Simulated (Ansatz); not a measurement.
Sn₂Ge₂. Total charge 0; singlet. Geometry PBE0-D4/def2-SVP, basis def2-TZVP, Ansatz.

```xyz
4

Ge   -1.232    0.020    0.197
Ge   -0.538   -1.249   -1.705
Sn    1.497   -0.102   -0.349
Sn    0.274    1.331    1.857
```

```tsv
run	HOMO (eV)	LUMO (eV)
A	-4.97	-3.89
B	-4.91	-3.80
C	-5.77	-3.33
D	-5.20	-3.92
E	-5.15	-4.12
```

In the def2 sets Sn takes a core potential; there is no spin–orbit coupling. The structure comes from a short search, and lower isomers may exist.

The runs used LDA (SPW92), PBE, PBE0, r2SCAN, revPBE. Estimate which is which.

A PBE (0 % exact exchange); B revPBE (0 % exact exchange); C PBE0 (25 % exact exchange); D r2SCAN (0 % exact exchange); E LDA (SPW92) (0 % exact exchange). Exact exchange lowers occupied and raises empty levels; among semilocal functionals meta-GGAs tend to open the gap a little, and such runs are hard to tell apart. The gap grows from 1.03 eV (LDA (SPW92)) to 2.45 eV (PBE0).
